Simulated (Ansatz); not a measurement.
Reaction (redistribution): `[F][Ti]([O][SiH3])([O][SiH3])[O][SiH3]` + `[SiH3]O[SiH](Cl)Cl` → `[SiH3][O][Ti]([Cl])([O][SiH3])[O][SiH3]` + `F[SiH](Cl)O[SiH3]`

Gas-phase electronic energies from Ansatz, PBE0-D4/def2-TZVP geometries. CCSD(T)/CBS adds triple-zeta CCSD(T) − MP2 to the extrapolated MP2 energy (def2 sets, frozen cores). DFT in def2-TZVPP. For Ti outer-core shells are correlated without core-valence functions, which leaves a few kJ/mol of doubt a bond. Scalar relativity is left out up to krypton. Each species was taken in one conformer, which may not be the lowest.

`[F][Ti]([O][SiH3])([O][SiH3])[O][SiH3]`:

```xyz
17

F     0.236    1.865   -2.131
Ti    0.087    0.708   -0.808
O    -0.318   -0.898   -1.458
Si   -0.697   -2.447   -1.849
O    -1.200    1.232    0.305
Si   -2.326    1.536    1.459
O     1.626    0.610    0.080
Si    2.955    0.366    1.012
H     0.287   -3.367   -1.222
H    -2.059   -2.761   -1.349
H    -0.657   -2.603   -3.324
H    -3.220    0.358    1.596
H    -3.123    2.725    1.064
H    -1.646    1.797    2.753
H     4.027    1.303    0.589
H     2.609    0.612    2.435
H     3.420   -1.035    0.848
```

`[SiH3]O[SiH](Cl)Cl`:

```xyz
9

Si    1.277   -0.957   -0.007
O    -0.304   -0.490    0.015
Si   -1.341    0.738    0.007
Cl   -1.087    1.878    1.678
Cl   -1.021    1.912   -1.629
H     1.299   -2.436    0.074
H     1.985   -0.368    1.155
H     1.910   -0.503   -1.269
H    -2.717    0.228   -0.025
```

`[SiH3][O][Ti]([Cl])([O][SiH3])[O][SiH3]`:

```xyz
17

Si   -0.566   -3.018    0.924
O    -0.406   -1.383    0.909
Ti   -0.213    0.378    0.820
Cl   -0.719    1.276    2.777
O    -1.293    1.026   -0.427
Si   -2.254    1.580   -1.640
O     1.467    0.766    0.406
Si    3.015    1.092   -0.038
H     0.740   -3.639    0.589
H    -1.581   -3.418   -0.083
H    -0.999   -3.451    2.276
H    -1.410    2.238   -2.669
H    -2.979    0.436   -2.248
H    -3.224    2.555   -1.085
H     3.007    1.847   -1.316
H     3.750   -0.186   -0.217
H     3.664    1.902    1.023
```

`F[SiH](Cl)O[SiH3]`:

```xyz
9

F    -0.371   -1.643   -1.875
Si    0.594   -1.259   -0.679
Cl    0.150   -2.494    0.877
O     0.356    0.272   -0.267
Si   -0.497    1.398    0.581
H     1.981   -1.467   -1.109
H     0.269    2.664    0.529
H    -1.830    1.580   -0.042
H    -0.652    0.949    1.986
```

| level | ΔE (kJ/mol) | difference from CCSD(T)/CBS |
| --- | --- | --- |
| PBE-D4 | -25.6 | 16.7 |
| revPBE-D4 | -23.4 | 18.9 |
| BHLYP-D4 | -41.1 | 1.2 |
| ωB97X-V | -28.3 | 14.0 |
| PBE | -25.5 | 16.8 |
| PBE0 | -30.6 | 11.7 |
| r2SCANh | -35.0 | 7.3 |
| r2SCAN0 | -36.7 | 5.6 |
| BHLYP | -40.9 | 1.4 |
| LC-ωPBE | -22.9 | 19.4 |
| RPA@PBE/def2-TZVPP | -39.1 | 3.2 |
| CCSD/def2-SVP | -19.2 | 23.1 |
| MP2/def2-TZVPP | -44.0 | -1.7 |
| CCSD/def2-TZVPP | -38.4 | 3.9 |
| CCSD(T)/def2-TZVPP | -40.9 | 1.4 |
| MP2/def2-QZVPP | -45.3 | -3.0 |
| CCSD(T)/CBS | -42.3 | 0 |

Largest T1 diagnostic among the species: 0.021, so the coupled-cluster value is less sure than usual.

From BLYP to BHLYP (50 % exact exchange), in def2-TZVPP and without D4, ΔE moves by −8.2 kJ/mol. At CCSD(T), def2-SVP lies +19.3 kJ/mol from the extrapolated value and def2-TZVPP +1.4 kJ/mol. Leaving LDA and LC-ωPBE aside and taking each functional with its dispersion term where it has one, the values spread over 17.7 kJ/mol, from BHLYP-D4 to revPBE-D4. LDA lies −4.1 kJ/mol from PBE without D4.

CCSD(T)/CBS has its own doubt, a few kJ/mol and more with outer-core shells, so smaller differences from it don't rank the levels.
